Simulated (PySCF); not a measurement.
These 2 structures share the formula C6H14P2. Computed with PBE0-D3(BJ)/def2-SVP geometry optimisation, gas phase (PySCF). Energies are electronic, without zero-point or thermal terms, for one conformer each. No frequencies were run at this level. Point groups hold within 0.08 Å.

Problem. Rank from lowest to highest electronic energy at this level (kJ/mol).
A. `[CH2:1]=[P@:2]([CH3:3])(/[CH:4]=[CH:5]/[CH3:6])[CH2:7][PH2:8]` with C1–P2–C4–C5 113°, C1–P2–C7–P8 -50°, P2–C7–P8–H 85° and 180°
B. `[CH2:1]=[CH:2][CH2:3][P@:4]([CH3:5])([PH2:6])=[CH:7][CH3:8]` with C1–C2–C3–P4 -104°, C2–C3–P4–C5 175°, C3–P4–P6–H -179° and -86°

Solution. B (0.0), A (11.1).

| SMILES | E (Eh) | E rel (kJ/mol) | dipole (D) | point group | A, B, C (MHz) |
| --- | --- | --- | --- | --- | --- |
| C=CC[P@](C)(P)=CC | -918.78326 | 0.0 | 1.29 | C1 | 1604, 1003, 833.2 |
| C=[P@](C)(/C=C/C)CP | -918.77904 | 11.1 | 3.62 | C1 | 2827, 654.8, 633.6 |

Problem. How do the relative energies change in single points at PBE0/pcSseg-1 (no added dispersion term) on the same geometries?

Solution. 
```
             SMILES  PBE0-D3(BJ)/def2-SVP (kJ/mol)  PBE0/pcSseg-1 (kJ/mol)  shift
  C=CC[P@](C)(P)=CC                            0.0                     0.0    0.0
C=[P@](C)(/C=C/C)CP                           11.1                     4.2   -6.9
```

Each column counts from its own lowest isomer. The order is unchanged; the largest shift is 6.9 kJ/mol.

Problem. As an exercise, what shares would exp(−E/RT) give at 500 K from these electronic energies alone (no entropy, no degeneracies)?

Solution. RT = 4.157 kJ/mol: C=CC[P@](C)(P)=CC 93.5 %, C=[P@](C)(/C=C/C)CP 6.5 %.
